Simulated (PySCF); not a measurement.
A calculated (UHF, PySCF 2.14, x2c-TZVPall, the spin-free X2C one-electron Hamiltonian (Gaussian nucleus)) atom or ion has these occupied shells.

| shell | electrons | orbital energy (eV) | rms radius, mean of both spins (bohr) |
| --- | --- | --- | --- |
| 1s α | 1 | -11188.6 | 0.0542 |
| 1s β | 1 | -11188.6 | 0.0542 |
| 2s α | 1 | -1463.2 | 0.227 |
| 2s β | 1 | -1463.2 | 0.227 |
| 2p α | 3 | -1275.2 | 0.203 |
| 2p β | 3 | -1275.1 | 0.203 |
| 3s α | 1 | -210.73 | 0.667 |
| 3s β | 1 | -210.62 | 0.667 |
| 3p α | 3 | -150.98 | 0.701 |
| 3p β | 3 | -150.82 | 0.701 |
| 3d α | 5 | -52.710 | 0.813 |
| 3d β | 5 | -52.638 | 0.813 |
| 4s α | 1 | -24.602 | 2.25 |
| 4s β | 1 | -22.316 | 2.25 |
| 4p α | 1 | -15.521 | 2.82 |

Question: Name the element and its charge.

Answer: Ge⁺ (germanium, charge +1), in [Ar] 3d10 4s2 4p1, 2P determinant.
